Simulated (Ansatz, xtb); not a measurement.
**Relative energy of two conformers of ClH4OSiSn**

Structure I is `O[Si@@H](Cl)[SnH2]`, a doublet and structure II is `O[Si@H](Cl)[SnH2]`, a doublet. Both are isolated molecules in the gas phase, relaxed with PBE0-D3(BJ)/def2-SVP.

I (Å):

```yaml
atoms:
  - { symbol: Cl, position_ang: [0.2497, 1.0498, -1.5800] }
  - { symbol: O, position_ang: [2.3607, 0.5419, 0.5974] }
  - { symbol: Si, position_ang: [1.3030, 1.7156, 0.0918] }
  - { symbol: Sn, position_ang: [-0.2736, 2.1201, 2.0741] }
  - { symbol: H, position_ang: [2.0216, 2.9432, -0.3621] }
  - { symbol: H, position_ang: [3.0190, 0.2387, -0.0371] }
  - { symbol: H, position_ang: [-1.3749, 3.4029, 1.7340] }
  - { symbol: H, position_ang: [-1.1928, 0.7050, 2.4196] }
```

II (Å):

```xyz
8

Cl    0.4265    1.0238    2.1265
O     2.2854   -0.8740    0.5511
Si    0.6806   -0.4899    0.7205
Sn   -0.4393   -2.6098    1.6280
H     2.8593   -0.2037    0.1649
H     0.1367    0.0688   -0.5555
H    -2.0570   -2.2906    2.1285
H    -0.4792   -3.8791    0.4606
```

Problem. Estimate which is lower in electronic energy at CCSD(T)/def2-SVP + ΔMP2/def2-TZVPP, and by roughly how much.

Solution. Too close to call at this level: CCSD(T)/def2-SVP + ΔMP2/def2-TZVPP gives E(II) − E(I) = −0.09 kcal/mol.

The same difference at several levels:

```tsv
level	geometry	E(II) − E(I) (kcal/mol)	departure from the last row (kcal/mol)	job, with rough time for the two
PBE0-D3(BJ)/def2-SVP	PBE0-D3(BJ)/def2-SVP	−0.08	+0.01	optimisation, 2.1 min
HF/def2-SVP	PBE0-D3(BJ)/def2-SVP	−0.22	−0.12	part of the CCSD(T) run
MP2/def2-SVP	PBE0-D3(BJ)/def2-SVP	−0.22	−0.12	part of the CCSD(T) run
CCSD(T)/def2-SVP	PBE0-D3(BJ)/def2-SVP	−0.18	−0.08	single point
CCSD(T)/def2-SVP + ΔMP2/def2-TZVPP	PBE0-D3(BJ)/def2-SVP	−0.09		single point, 47 s
```

The largest departure from CCSD(T)/def2-SVP + ΔMP2/def2-TZVPP is that of MP2/def2-SVP, 0.12 kcal/mol. Levels run at GFN2-xTB geometries aren't shown. The last row adds to CCSD(T) the change of the MP2 difference between the two basis sets, here +0.08 kcal/mol.

With harmonic frequencies from PBE0-D3(BJ)/def2-SVP (ideal gas, rigid rotor, one conformer each, 298.15 K, 1 atm): the zero-point term adds −0.01 kcal/mol; ΔH is −0.13 and ΔG +0.01 kcal/mol.

Open shells are spin-unrestricted. The correlated steps freeze 15 core orbitals; the filled d shell of Sn is correlated, in a basis made for valence electrons. Atoms past krypton carry core potentials in the def2 sets and no spin–orbit term is included. Run with Ansatz 0.2.0; the last row on 2 threads of Intel(R) Xeon(R) Platinum 8375C CPU @ 2.90GHz (Ice Lake) on a shared host.
